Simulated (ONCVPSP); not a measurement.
neon: excitation energies, all-electron against ONCV

ONCVPSP 4.0.1 input, shortened (lines: element, Z, core and valence counts, functional; n l f; lmax; l rc ep ncon nbas qcut; lloc lpopt rc5 dvloc0; l nproj debl; icmod fcfact rcfact), PBEsol, scalar-relativistic:

```
  Ne 10.00    1    2  -116133      upf
    1    0    2.00
    2    0    2.00
    2    1    4.00
    1
    0    0.70    0.00    3    8   10.70
    1    1.55    0.00    4    7    7.50
    4    5    0.70    2.00
    0    2    1.50
    1    2    1.90
    1    0.60    0.00
```

In the s channel the program set the typed energies aside and used -2.862, 0.250 Ha. In the p channel the program set the typed energies aside and used -2.010, 0.250 Ha.

Energies are relative to the spin-unpolarised reference configuration 2s2 2p4; without spin polarisation the order of configurations can differ from experiment.

(1) Give the all-electron excitation energy and the error of the potential for: 2s2 2p6; 2s2 2p5; 2s2 2p3; 2s2 2p5.5.

Results:

(1)

| valence configuration | charge | ΔE all-electron (eV) | error AE − PS (meV) |
| --- | --- | --- | --- |
| 2s2 2p6 | 0 | -65.559 | +950 |
| 2s2 2p5 | +1 | -43.161 | +356 |
| 2s2 2p3 | +3 | 67.286 | +645 |
| 2s2 2p5.5 | +0.5 | -56.726 | +661 |
